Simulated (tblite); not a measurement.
Species: C5H8F2O2Si.
Cartesian coordinates in Å at the GFN2-xTB level; atoms count from 1:
```xyz
18
C5H8F2O2Si angstrom
O      2.4224    1.2330   -0.0512
C      1.6982    0.2863    0.1464
O      2.1891   -0.9570    0.2933
C      0.2229    0.3344    0.1354
C     -0.2547    1.7207    0.4855
F     -0.2853    1.9211    1.8288
F     -1.5375    1.9155    0.0686
C     -0.5467   -0.7822    0.8702
C     -1.4371   -1.3226   -0.2703
Si    -0.4967   -0.2948   -1.5696
H      3.1570   -0.9280    0.2441
H      0.3712    2.5086    0.0438
H      0.1397   -1.5403    1.2395
H     -1.1169   -0.3916    1.7119
H     -1.4119   -2.4054   -0.3675
H     -2.4780   -1.0305   -0.1455
H     -1.1716    0.7409   -2.3397
H      0.5272   -1.0019   -2.3354
```

Method: GFN2-xTB as coded in tblite; computed harmonic values from a numerical Hessian at the method's own geometry, unscaled. Errors from tens to a few hundred cm⁻¹ against measured bands are possible. Modes of hydrogen on silicon can be 10 to 20 % off. One conformer, not necessarily the lowest.

Harmonic wavenumbers (cm⁻¹): 46.3, 53.4, 69.0, 131.3, 142.3, 207.3, 254.2, 333.4, 371.3, 410.6, 435.6, 488.8, 509.4, 534.7, 577.0, 620.0, 642.8, 672.4, 708.8, 736.5, 763.0, 779.8, 867.0, 927.3, 992.3, 1013.7, 1025.6, 1064.9, 1113.0, 1139.2, 1179.0, 1192.1, 1226.6, 1248.6, 1263.6, 1291.7, 1316.0, 1448.5, 1474.7, 1753.4, 2299.0, 2338.7, 2922.6, 3001.5, 3013.8, 3017.2, 3034.8, 3458.1.

A = 1287, B = 1193, C = 844.0 MHz; mass 166.026 u (most abundant isotopes); point group C1, symmetry number 1.

Question: What is the zero-point energy?

Answer: Half the sum of the wavenumbers: 27055 cm⁻¹ = 323.65 kJ/mol.

Question: Entropy at 273.15 K, 1 bar (ideal gas, RRHO, classical rotation)?

Answer: Translation 170.79, rotation 123.99, vibration 125.86: S = 420.6 J/(mol K).

Question: And Cp and H(273.15 K) − H(0)?

Answer: Cp = 164.87 J/(mol K), of which vibrations give 131.61 (their classical limit is 48 R = 399.1); H(273.15 K) − H(0) = 27.02 kJ/mol without the zero-point energy, 17.94 from vibrations.

Question: Which modes carry the vibrational entropy at 273.15 K?

Answer: 46.3 cm⁻¹: 20.07; 53.4 cm⁻¹: 18.89; 69.0 cm⁻¹: 16.78; 131.3 cm⁻¹: 11.54; 142.3 cm⁻¹: 10.90; 207.3 cm⁻¹: 7.98 J/(mol K); the other 42 give 39.70 together.

Question: Blend soft modes into free rotors: weight 1/[1 + (100 cm⁻¹/ν̃)⁴] for the oscillator and the rest for a rotor with moment μB/(μ + B), μ = h/(8π²ν), B = 10⁻⁴⁴ kg m². What vibrational entropy results?

Answer: 113.17 J/(mol K) in place of 125.86, which changes −T·S at 273.15 K by +3.47 kJ/mol.

Question: How do the functions run with temperature in this model?

Answer: 
| T (K) | S (J/(mol K)) | Cp (J/(mol K)) | H − H(0) (kJ/mol) | G − H(0) (kJ/mol) | ln q(vib) |
| --- | --- | --- | --- | --- | --- |
| 50 | 256.0 | 59.7 | 2.24 | -10.56 | 0.74 |
| 100 | 304.4 | 81.7 | 5.79 | -24.65 | 2.21 |
| 298.15 | 435.6 | 176.6 | 31.29 | -98.58 | 7.96 |
| 373.15 | 478.8 | 209.2 | 45.79 | -132.88 | 10.13 |
| 500 | 546.5 | 253.5 | 75.27 | -197.99 | 13.75 |
| 750 | 661.1 | 310.5 | 146.42 | -349.43 | 20.54 |
| 1000 | 755.6 | 345.2 | 228.71 | -526.87 | 26.72 |

q(vib) and H(0) count from the zero-point level.

Question: What must be added to the electronic energy to get the Gibbs energy at 273.15 K and 1 bar?

Answer: ZPE + [H(273.15 K) − H(0)] − T·S = 323.65 + 27.02 − 114.90 = 235.77 kJ/mol.

Hindered rotation and anharmonicity are outside this model. Other conformers, if any are populated, would add a mixing term that is left out. The structure is chiral; the term R ln 2 for an equal mix with its mirror image is left out.
